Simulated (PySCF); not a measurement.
Zn(OH) (HOZn), SMILES [OH][Zn+], charge +1.

Geometry: B3LYP-D3(BJ)/def2-TZVP. The multiplicity is an assumed one; other spin states were not compared. The isomer is the one that the SMILES or the coordinates give; other isomers of the formula were not compared.

The numbers are results of PySCF with r2SCAN/def2-TZVPD, not measurements.

Symmetry labels are those of the subgroup Cs that the program uses (full group Cs).

Computed valence orbital energies around the gap with their symmetry:
```
orbital  symmetry  energy (eV)
-------  --------  -----------
HOMO−7         A'       -21.00
HOMO−6         A'       -20.58
HOMO−5         A"       -20.55
HOMO−4         A'       -20.51
HOMO−3         A"       -20.51
HOMO−2         A'       -17.68
HOMO−1         A'       -14.86
HOMO           A"       -13.70
LUMO           A'       -11.66
LUMO+1         A'        -6.81
LUMO+2         A"        -6.59
LUMO+3         A'        -4.64
```
